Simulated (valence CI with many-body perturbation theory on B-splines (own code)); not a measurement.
Values are calculated unless marked as measured or tabulated.
# Sn XXXV: what each term of the Hamiltonian does

Method: configuration interaction combined with many-body perturbation theory (CI+MBPT): six valence electrons over a frozen Dirac-Fock core [Ne], a basis of 9 s, 9 p, 8 d, 6 f, 3 g, 1 h functions for each j, with the one-electron correlation potential Σ1, the two-electron term Σ2, the three-electron term Σ3, Breit, model QED; selected CI, second order for the rest, scaled by the run's own slope (own B-spline code, finite nucleus).

The last digits are not significant, and no measured levels were compared; by estimate large intervals hold to a few tenths of a per cent, small ones and those within an open d or f shell to about a per cent. Among the levels kept, up to 1500 cm⁻¹ of a level comes from second order outside the variational space, and about a tenth of that is noise between levels of different J, which matters for small intervals.

Each rung adds one term. CI alone is the Dirac-Coulomb CI over the frozen core; QED comes last and gives the full result, which names the levels. Energies are above (3s^2 3p1/2^2 3p3/2^2) J=2 on the same rung, in eV.

Levels are named by their leading jj configuration (3d3/2^4 stands for four electrons in 3d with j = 3/2), which in mixed levels can hold well under half, so a name can repeat and another be missing. Letters in brackets count levels of one name in rising energy.

```csv
Level,CI alone,Σ1,Σ2,Σ3,Breit,QED,Full
(3s^2 3p1/2^2 3p3/2^2) J=0,11.24,+0.002,-0.015,-0.043,+0.084,-0.011,11.26
(3s^2 3p1/2 3p3/2^3) J=1,52.47,+0.066,+0.083,+0.006,-0.732,+0.091,51.98
(3s^2 3p1/2 3p3/2^3) J=2,59.01,+0.066,+0.045,-0.019,-0.848,+0.097,58.35
(3s^2 3p3/2^4) J=0,116.19,+0.130,+0.117,-0.035,-1.503,+0.177,115.07
(3s^2 3p1/2^2 3p3/2 3d3/2) J=2,139.65,-0.168,-0.208,-0.067,-0.314,-0.230,138.67
(3s^2 3p1/2^2 3p3/2 3d3/2) J=1,141.83,-0.168,-0.211,-0.068,-0.304,-0.218,140.86
(3s^2 3p1/2^2 3p3/2 3d3/2) J=3,144.93,-0.168,-0.260,-0.141,-0.548,-0.117,143.70
(3s^2 3p1/2^2 3p3/2 3d3/2) J=0,144.65,-0.174,-0.240,-0.124,-0.240,-0.132,143.74
(3s 3p1/2^2 3p3/2^3) J=2,145.81,-0.129,-0.126,+0.039,-0.434,-0.448,144.71
(3s^2 3p1/2^2 3p3/2 3d5/2) J=4,155.81,-0.116,-0.251,-0.142,-0.993,-0.085,154.22
(3s 3p1/2^2 3p3/2^3) J=1,165.87,-0.119,-0.234,+0.005,-0.423,-0.474,164.63
(3s^2 3p1/2^2 3p3/2 3d5/2) J=2,166.75,-0.118,-0.329,-0.096,-0.676,-0.303,165.22
(3s^2 3p1/2^2 3p3/2 3d5/2) J=3,170.10,-0.125,-0.398,-0.232,-0.857,-0.086,168.40
(3s^2 3p1/2^2 3p3/2 3d5/2) J=1,178.99,-0.117,-0.347,-0.230,-0.717,-0.177,177.40
(3s^2 3p1/2 3p3/2^2 3d3/2) J=0,188.06,-0.109,-0.117,-0.052,-1.033,-0.129,186.62
(3s^2 3p1/2 3p3/2^2 3d3/2) J=2 [a],189.06,-0.112,-0.201,-0.091,-1.172,-0.029,187.45
(3s^2 3p1/2 3p3/2^2 3d3/2) J=1 [a],189.34,-0.112,-0.195,-0.081,-1.007,-0.117,187.83
(3s^2 3p1/2 3p3/2^2 3d3/2) J=3 [a],193.31,-0.106,-0.198,-0.111,-1.387,-0.023,191.49
(3s^2 3p1/2 3p3/2^2 3d5/2) J=0 [a],198.77,-0.060,-0.024,+0.056,-1.188,-0.356,197.20
(3s^2 3p1/2 3p3/2^2 3d3/2) J=4,199.78,-0.104,-0.191,-0.153,-1.528,-0.020,197.79
(3s^2 3p1/2 3p3/2^2 3d5/2) J=3 [a],200.93,-0.056,-0.195,-0.094,-1.631,+0.007,198.96
(3s^2 3p1/2 3p3/2^2 3d5/2) J=1,203.04,-0.057,-0.127,-0.024,-1.404,-0.198,201.23
(3s^2 3p1/2 3p3/2^2 3d5/2) J=4 [a],203.24,-0.059,-0.183,-0.138,-1.633,+0.003,201.23
(3s^2 3p1/2 3p3/2^2 3d3/2) J=2 [b],206.54,-0.106,-0.278,-0.181,-1.212,-0.037,204.73
(3s^2 3p1/2 3p3/2^2 3d5/2) J=4 [b],209.84,-0.054,-0.199,-0.146,-1.857,+0.008,207.59
(3s^2 3p1/2 3p3/2^2 3d5/2) J=5,212.37,-0.051,-0.169,-0.174,-1.990,+0.003,209.98
(3s^2 3p1/2 3p3/2^2 3d3/2) J=1 [b],218.48,-0.089,-0.588,-0.207,-1.176,-0.130,216.29
(3s^2 3p1/2 3p3/2^2 3d3/2) J=3 [b],219.79,-0.107,-0.695,-0.341,-1.304,-0.031,217.32
(3s^2 3p1/2 3p3/2^2 3d3/2) J=2 [c],219.85,-0.105,-0.738,-0.289,-1.132,-0.125,217.46
(3s^2 3p1/2 3p3/2^2 3d5/2) J=2 [a],222.44,-0.053,-0.233,-0.231,-1.477,+0.002,220.45
(3s^2 3p1/2 3p3/2^2 3d5/2) J=0 [b],225.23,-0.060,-0.280,-0.127,-1.377,-0.209,223.18
```

The middle columns are the shifts that each term adds.

Question: How does the ionisation energy move along the ladder, and which term matters most?

Answer: CI alone 2232.6, + Σ1 2233.4, + Σ2 2233.5, + Σ3 2233.0, + Breit 2231.6, + QED 2231.6 eV. The largest step is Breit, -1.3 eV. NIST lists 2227 ± 3 eV (semi-empirical).
